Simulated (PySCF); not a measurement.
**MBr for M along group 13**

HF with double-zeta basis sets in PySCF, for the lowest determinant that a PBE0 search found; no spin–orbit coupling. De refers to high-spin ground-configuration atoms. A positive dipole means M(−)Br(+).

```json
{"M": "B", "basis": "cc-pVDZ/cc-pVDZ-PP", "reference": "RHF", "state (unpaired electrons)": "singlet (closed shell)", "Re (Å)": "1.910", "ωe (cm⁻¹)": "693", "De (eV)": "3.01", "μ (D)": "0.98"}
{"M": "Al", "basis": "x2c-SVPall", "reference": "RHF", "state (unpaired electrons)": "singlet (closed shell)", "Re (Å)": "2.317", "ωe (cm⁻¹)": "380", "De (eV)": "3.51", "μ (D)": "-1.71"}
{"M": "Ga", "basis": "x2c-SVPall", "reference": "RHF", "state (unpaired electrons)": "singlet (closed shell)", "Re (Å)": "2.387", "ωe (cm⁻¹)": "263", "De (eV)": "3.20", "μ (D)": "-2.68"}
{"M": "In", "basis": "cc-pVDZ-PP", "reference": "RHF", "state (unpaired electrons)": "singlet (closed shell)", "Re (Å)": "2.607", "ωe (cm⁻¹)": "212", "De (eV)": "3.01", "μ (D)": "-4.06"}
{"M": "Tl", "basis": "def2-SVP", "reference": "RHF", "state (unpaired electrons)": "singlet (closed shell)", "Re (Å)": "2.706", "ωe (cm⁻¹)": "186", "De (eV)": "2.88", "μ (D)": "-5.21"}
```

(1) By what factor does the harmonic wavenumber vary along the series?

The rows differ in basis set, which adds steps of its own.

Down a group the atoms grow and get heavier, so bonds lengthen and wavenumbers fall; this series shows no clear exception.

These are scalar-relativistic numbers at best; spin–orbit coupling would shift them, the dissociation energy most. Where the molecule has an RHF reference, its open-shell atoms are computed with UHF. Hartree–Fock leaves out correlation, which carries a large part of most bond energies and some tenths to 1 eV of ionisation energies.

## Answers

(1) At HF it runs from 186 cm⁻¹ (TlBr) to 693 cm⁻¹ (BBr), a factor of 3.73.
